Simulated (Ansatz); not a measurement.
Cartesian coordinates in Å:
```
O -0.968 1.332 -2.178
Sn -0.481 1.444 -0.276
N 0.829 -0.031 0.140
Si 0.525 -1.524 0.932
H -1.310 0.472 -2.431
H 0.280 2.959 -0.179
H -1.846 1.170 0.704
H 1.750 0.106 -0.252
H 1.404 -1.735 2.116
H 0.709 -2.706 0.041
H -0.892 -1.488 1.383
```

The species carries charge 0 and has multiplicity 1. Sn takes the def2 core potential.

(1) List the B3LYP/def2-TZVPP orbital energies in eV (the Gaussian-basis code of Ansatz). (Estimate.)

Answers

(1) Ansatz gave: Occupied: -1799.03, -520.04, -389.12, -143.52, -139.12, -98.85, -98.83, -98.82, -93.98, -93.98, -93.96, -28.72, -28.38, -28.27, -28.16, -28.16, -25.84, -22.49, -14.84, -14.50, -12.54, -11.51, -10.07, -9.86, -9.55, -9.30, -8.84, -8.18, -7.21. Lowest empty: -0.68, -0.35, 0.15, 1.09, 1.22, 1.30, 1.75, 1.85.

B3LYP here is the variant with VWN-RPA as its local correlation; programs differ in this.
